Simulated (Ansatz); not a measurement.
**Relative stability**

Two relaxed structures of Al₂H₄Se, closed shell (PBE0-D4/def2-TZVP; forces vanish, vibrations not checked).

A:

```
atom    x (Å)    y (Å)    z (Å)
 Al1  -0.5501  -0.0123  -0.6954
 Al2   0.3736   0.1065   1.4165
 Se3   1.6052  -1.3261  -0.2975
  H4  -1.4893  -0.3159  -1.9238
  H5  -0.9096  -0.9815   0.7809
  H6   0.6461  -0.0208   2.9631
  H7   2.5323  -0.2824  -0.7626
```

B:

```csv
atom,x (Å),y (Å),z (Å)
Al1,-1.6280,0.5288,-0.8301
Al2,0.4434,0.0640,0.6427
Se3,2.0848,-1.3303,-0.2483
H4,-2.9190,-0.4021,-0.7666
H5,-1.6706,1.7584,-1.8416
H6,0.7469,0.6162,2.1033
H7,2.9425,-1.2349,0.9406
```

Ansatz 0.2.0; basis: def2-TZVPP; cores frozen in the correlated methods. Filled d shells of the heavier atoms are correlated. The def2 sets are not built for correlating such inner shells, so the correlated values are less sure here. B3LYP uses VWN-RPA correlation.

(1) Which structure is lower at CCSD(T), and by how much? (Judge from chemistry; the value comes from the calculation.)

T1 diagnostic: at most 0.012.

## Answers

(1) The calculation gives: B, by 0.373 eV (electronic energy, against the other). By their contacts, A is Al₂H₄Se ([H]1[AlH]2[SeH][AlH]12) and B is Al₂H₄Se ([AlH2][AlH][SeH]).

All methods give the same order:

```json
{"method": "PBE-D4", "E(B) − E(A) (eV)": "-0.133"}
{"method": "r2SCAN-D4", "E(B) − E(A) (eV)": "-0.159"}
{"method": "PBE0-D4", "E(B) − E(A) (eV)": "-0.205"}
{"method": "B3LYP-D4", "E(B) − E(A) (eV)": "-0.408"}
{"method": "wB97M-V", "E(B) − E(A) (eV)": "-0.282"}
{"method": "HF", "E(B) − E(A) (eV)": "-0.848"}
{"method": "MP2", "E(B) − E(A) (eV)": "-0.340"}
{"method": "CCSD", "E(B) − E(A) (eV)": "-0.456"}
{"method": "CCSD(T)", "E(B) − E(A) (eV)": "-0.373"}
```

Labels in which every atom is bracketed show which atoms are joined, not bond orders.

For scale, one of the runs: CCSD(T)/def2-TZVPP, 188 basis functions, launched by `ansatz run in.yaml --threads 2 --pin off --events-out ev --progress --plain --max-ram 4352MiB`. The run took 54 s on 2 CPU threads of an Arm Neoverse V1 (shared host), with 1.8 GiB of host memory at its peak.
